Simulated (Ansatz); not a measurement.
CH3ClFOSi (`CO[Si](F)Cl`) radical at its PBE0-D4/def2-TZVP geometry, where that method's forces vanish. Charge 0, multiplicity 2.

| atom | x (Å) | y (Å) | z (Å) |
| --- | --- | --- | --- |
| C1 | 0.129 | -1.209 | 0.047 |
| O2 | -0.054 | -0.031 | -0.715 |
| Si3 | 0.304 | 1.486 | -0.271 |
| F4 | -0.392 | 2.423 | -1.348 |
| Cl5 | -0.496 | 1.911 | 1.578 |
| H6 | 1.189 | -1.463 | 0.125 |
| H7 | -0.390 | -2.017 | -0.468 |
| H8 | -0.290 | -1.098 | 1.051 |

(1) For each bond, give half the difference of the two atoms' forces along it (eV/Å; positive pushes the atoms apart) under PBE-D4, r2SCAN-D4, B3LYP-D4, ωB97M-V in def2-TZVPP. (Estimate.)

Answers

(1) The calculation gave: 
```json
{"bond": "C1–O2", "length (Å)": "1.415", "PBE-D4": "0.16", "r2SCAN-D4": "0.30", "B3LYP-D4": "0.28", "ωB97M-V": "0.26"}
{"bond": "C1–H6", "length (Å)": "1.093", "PBE-D4": "0.08", "r2SCAN-D4": "-0.07", "B3LYP-D4": "-0.09", "ωB97M-V": "-0.11"}
{"bond": "C1–H7", "length (Å)": "1.090", "PBE-D4": "0.09", "r2SCAN-D4": "-0.07", "B3LYP-D4": "-0.11", "ωB97M-V": "-0.11"}
{"bond": "C1–H8", "length (Å)": "1.093", "PBE-D4": "0.08", "r2SCAN-D4": "-0.06", "B3LYP-D4": "-0.09", "ωB97M-V": "-0.10"}
{"bond": "O2–Si3", "length (Å)": "1.621", "PBE-D4": "0.36", "r2SCAN-D4": "0.00", "B3LYP-D4": "0.01", "ωB97M-V": "0.00"}
{"bond": "Si3–F4", "length (Å)": "1.588", "PBE-D4": "0.56", "r2SCAN-D4": "0.05", "B3LYP-D4": "0.16", "ωB97M-V": "0.16"}
{"bond": "Si3–Cl5", "length (Å)": "2.059", "PBE-D4": "0.13", "r2SCAN-D4": "0.04", "B3LYP-D4": "0.22", "ωB97M-V": "0.08"}
```

B3LYP here is the variant with VWN-RPA as its local correlation; programs differ in this.

Program: Ansatz 0.2.0.
